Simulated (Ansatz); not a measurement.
Reaction (formal exchange of groups at a B–O bond): `NB(F)[O][GeH3]` + `CCl` → `NB(F)Cl` + `C[O][GeH3]`

Gas-phase electronic energies from Ansatz, PBE0-D4/def2-TZVP geometries. CBS: MP2 limit from def2 TZ/QZ plus the TZ coupled-cluster correction, frozen cores. This one scheme is used for every species. Functionals use def2-TZVPP. For Ge outer-core shells are correlated without core-valence functions, which leaves a few kJ/mol of doubt a bond. Scalar relativity is left out up to krypton. One conformer a species, not always the lowest.

| level | ΔE (kJ/mol) |
| --- | --- |
| PBE-D4 | 64.4 |
| r2SCAN-D4 | 70.3 |
| PBE0-D4 | 69.6 |
| ωB97X-V | 71.4 |
| B2PLYP | 73.9 |
| PBE0 | 69.7 |
| HF/def2-TZVPP | 83.2 |
| MP2/def2-TZVPP | 73.3 |

Task: What does CCSD(T)/CBS give? (Best estimate.)

Result: The calculation gave: +75.7 kJ/mol. The listed levels differ from it by -11.3, -5.4, -6.1, -4.3, -1.8, -6.0, 7.5, -2.4 kJ/mol.

Largest T1 diagnostic among the species: 0.012.

From PBE to PBE0 (25 % exact exchange), in def2-TZVPP and without D4, ΔE moves by +5.0 kJ/mol. In def2-TZVPP, CCSD(T) changes the Hartree–Fock value by −9.2 kJ/mol (the triples alone add −1.8 kJ/mol) and MP2 by −9.9 kJ/mol.
